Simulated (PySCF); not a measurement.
This PySCF input asks for the NMR shieldings of SMILES [CH3][Al-]1([CH3])[Cl+][Al-]([F])([Cl])[Cl+]1, C$_{2}$H$_{6}$Al$_{2}$Cl$_{3}$F; the geometry comes from GFN2-xTB.

```python
import basis_set_exchange as bse
import numpy as np
from pyscf import gto, dft
from pyscf.prop import nmr

atoms = """
C    -0.987066    0.858836    1.823154
Al   -0.594250    0.019642    0.070067
C    -1.503036   -0.760059   -1.512069
Cl    0.989659    1.360576   -0.810696
Al    2.540904   -0.086434   -0.288352
F     3.308683    0.539156    1.038348
Cl    3.531502   -0.809199   -1.899788
Cl    1.043745   -1.464776    0.508892
H    -0.079068    1.085979    2.397325
H    -1.525901    1.805949    1.716141
H    -1.611966    0.233271    2.467538
H    -2.088487   -1.647381   -1.250996
H    -0.813748   -1.070559   -2.308251
H    -2.211651   -0.065475   -1.973479
"""
names = dict.fromkeys(["C", "Al", "Cl", "F", "H"], "pcSseg-1")
basis = {el: gto.basis.parse(bse.get_basis(n, elements=[el], fmt="nwchem")) for el, n in names.items()}
mol = gto.M(atom=atoms, basis=basis, charge=0, verbose=0)
mf = dft.RKS(mol, xc="PBE0")
mf.grids.level = 2
mf.grids.alignment = dft.numint.BLKSIZE   # the property module wants whole blocks of grid points
mf.conv_tol = 1e-9
mf.kernel()

calc = nmr.RKS(mf)   # GIAO
C = mf.mo_coeff
Co = C[:, mf.mo_occ > 0]
resp = mf.gen_response(singlet=True, hermi=2)
def vind(x):   # induced exchange potential for any number of trial vectors
    d = np.einsum("pi,xij,qj->xpq", C, 2 * x.reshape(-1, C.shape[1], Co.shape[1]), Co, optimize=True)
    return np.einsum("xpq,pi,qj->xij", resp(d - d.transpose(0, 2, 1)), C, Co, optimize=True).ravel()
mo1, _ = nmr.rhf.solve_mo1(calc, with_cphf=vind)
sigma = calc.kernel(mo1)
for i, s in enumerate(sigma):   # ppm
    w = np.linalg.eigvalsh((s + s.T) / 2)
    print("%2d %-2s iso %8.1f  s11 %8.1f  s22 %8.1f  s33 %8.1f" % (i, mol.atom_pure_symbol(i), w.mean(), *w))
```

Q: What does it print?

A: 
```
 0 C  iso    191.3  s11    184.9  s22    190.3  s33    198.8
 1 Al iso    393.7  s11    302.1  s22    317.2  s33    561.7
 2 C  iso    191.1  s11    184.1  s22    190.8  s33    198.5
 3 Cl iso    874.5  s11    796.0  s22    890.7  s33    936.9
 4 Al iso    478.1  s11    415.9  s22    452.3  s33    566.2
 5 F  iso    324.9  s11    281.9  s22    298.8  s33    393.9
 6 Cl iso    965.3  s11    909.6  s22    916.4  s33   1070.1
 7 Cl iso    874.6  s11    796.7  s22    890.7  s33    936.5
 8 H  iso     31.4  s11     26.1  s22     30.9  s33     37.1
 9 H  iso     31.7  s11     27.0  s22     28.4  s33     39.7
10 H  iso     31.7  s11     27.0  s22     28.2  s33     40.0
11 H  iso     31.7  s11     27.0  s22     28.4  s33     39.7
12 H  iso     31.5  s11     26.3  s22     31.1  s33     37.2
13 H  iso     31.7  s11     27.0  s22     28.2  s33     39.9
```

These numbers come from an equivalent density-fitted implementation of the same equations, which agrees with the script to about 0.01 ppm for H and up to a few tenths of a ppm for heavy atoms, so last digits may differ.

Size and cost of the density-fitted run: 201 basis functions, 72 s wall time on 1 thread of an Arm Neoverse N1, shared host; peak memory 0.91 GiB.
